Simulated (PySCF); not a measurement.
Geometry:
```csv
atom,x (Å),y (Å),z (Å)
C1,-2.162,-2.057,0.075
C2,-1.918,-0.582,-0.138
O3,-0.538,-0.318,-0.034
Si4,0.170,1.170,-0.361
Si5,-0.645,2.856,1.061
Si6,2.444,0.710,-0.031
Si7,2.583,-1.627,-0.197
H8,-1.631,-2.648,-0.686
H9,-3.236,-2.287,0.012
H10,-1.795,-2.366,1.065
H11,-2.476,0.010,0.614
H12,-2.295,-0.270,-1.132
H13,-0.100,1.566,-1.786
H14,-2.112,3.095,0.882
H15,-0.393,2.480,2.487
H16,0.084,4.129,0.762
H17,2.889,1.168,1.324
H18,3.290,1.395,-1.059
H19,1.960,-2.073,-1.480
H20,4.009,-2.083,-0.175
H21,1.863,-2.249,0.953
```

Geometry: PBE0-D3(BJ)/def2-SVP; GIAO absolute shieldings from PySCF 2.14, gas phase, non-relativistic, averaged over equivalent atoms.

At wB97X-D/pcSseg-1 (217 basis functions, 95 s wall time on 1 thread of an Arm Neoverse N1, shared host):
| atoms | σ (ppm) |
| --- | --- |
| C2 | 119.9 |
| C1 | 164.3 |
| O3 | 317.6 |
| Si4 | 358.6 |
| Si7 | 456.2 |
| Si5 | 460.2 |
| Si6 | 461.6 |
| H13 | 25.95 |
| H19/H20/H21 | 27.76 |
| H14/H15/H16 | 27.82 |
| H11 | 27.89 |
| H17 | 27.97 |
| H18 | 27.98 |
| H12 | 28.02 |
| H8/H9/H10 | 30.10 |

Task: Estimate the result of repeating the calculation with PBE0/pcSseg-1.

Result: 
| atoms | σ at PBE0/pcSseg-1 | change |
| --- | --- | --- |
| C2 | 119.1 | -0.8 |
| C1 | 164.4 | +0.1 |
| O3 | 312.5 | -5.1 |
| Si4 | 357.2 | -1.4 |
| Si7 | 456.2 | +0.0 |
| Si5 | 460.8 | +0.6 |
| Si6 | 461.0 | -0.6 |
| H13 | 25.71 | -0.24 |
| H19/H20/H21 | 27.61 | -0.15 |
| H14/H15/H16 | 27.68 | -0.14 |
| H11 | 27.72 | -0.17 |
| H17 | 27.81 | -0.16 |
| H18 | 27.82 | -0.16 |
| H12 | 27.87 | -0.15 |
| H8/H9/H10 | 30.00 | -0.10 |

The largest change is at O3 (oxygen bonded to C, Si). Cost: 217 basis functions, 72 s wall time on 1 thread of an Arm Neoverse N1, shared host.
